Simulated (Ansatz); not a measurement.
Si(F)2(H)(NHMe) (CH5F2NSi), SMILES CN[SiH](F)F.

Coordinates come from a PBE0-D3(BJ)/def2-SVP optimisation. This is a generated structure with no PubChem entry under its InChIKey; it may be hypothetical. Other conformers were not sampled.

Two levels are set side by side: PBE/def2-SVPD (Ansatz, a quantum-chemistry and plane-wave program) and PBE0/def2-SVPD (Ansatz). Energy differences of separate SCF runs at the same geometry; the states with an electron removed or added have multiplicity 2 and 2. Differences are taken from unrounded values.

```
quantity                           PBE0
---------------------------------  ----
vertical ionisation energy (eV)    9.92
vertical singlet–triplet gap (eV)  6.35
```

Question: What does PBE give, and how far is it from PBE0? (Estimate from the structure and the level; the computed values follow.)

Answer: 
```json
[
 {"quantity": "vertical ionisation energy (eV)", "PBE": "9.77", "PBE minus PBE0": "-0.16"},
 {"quantity": "vertical singlet–triplet gap (eV)", "PBE": "6.08", "PBE minus PBE0": "-0.27"}
]
```
